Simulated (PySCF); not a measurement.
C3H3F3O.
SMILES with atom numbers: `[F:1][CH:2]([F:3])[C@:4]1([F:5])[CH2:6][O:7]1` (hydrogens: H8 on C2; H9, H10 on C6)

The geometry is computed with GFN2-xTB (gas phase).

Give the optimised bond lengths and angles.

| bond | length (pm) |
| --- | --- |
| F1–C2 | 134.5 |
| C2–F3 | 135.1 |
| C2–C4 | 152.3 |
| C4–F5 | 135.9 |
| C4–C6 | 146.1 |
| C6–O7 | 141.5 |
| C4–O7 | 136.1 |
| C2–H8 | 110.1 |
| C6–H9 | 108.2 |
| C6–H10 | 108.3 |

A selection of angles:
| angle | degrees |
| --- | --- |
| F1–C2–F3 | 106.8 |
| F1–C2–C4 | 110.0 |
| F1–C2–H8 | 109.1 |
| F3–C2–C4 | 110.0 |
| F3–C2–H8 | 108.6 |
| C4–C2–H8 | 112.1 |
| C2–C4–F5 | 110.4 |
| C2–C4–C6 | 124.2 |
| C2–C4–O7 | 119.4 |
| F5–C4–C6 | 118.6 |
| F5–C4–O7 | 115.7 |
| C6–C4–O7 | 60.0 |
| C4–C6–O7 | 56.5 |
| C4–C6–H9 | 118.4 |
| C4–C6–H10 | 119.4 |
| O7–C6–H9 | 115.3 |
| O7–C6–H10 | 115.7 |
| H9–C6–H10 | 117.2 |
| C4–O7–C6 | 63.5 |

Dihedral angles: F1–C2–C4–F5 -172° (antiperiplanar); C2–C4–C6–O7 -107° (anticlinal); C2–C4–O7–C6 115° (anticlinal).

Of the pairs four or more bonds apart, F1···H10 is among the closest relative to their van der Waals radii: 2.70 Å, 101 % of the sum of Bondi's values. The 2 C–C bonds span 1.461 Å (C4–C6, drawn single) to 1.523 Å (C2–C4, drawn single), a spread of 0.062 Å. The 2 C–O bonds span 1.361 Å (C4–O7, drawn single) to 1.415 Å (C6–O7, drawn single), a spread of 0.054 Å. The 3-membered ring C4–C6–O7 has internal angles of 56.5° to 63.5°.

Point group: C1 (no symmetry element, even within 0.4 Å). Whether it is a minimum is left open (no frequencies). The numbers are those of one conformer.
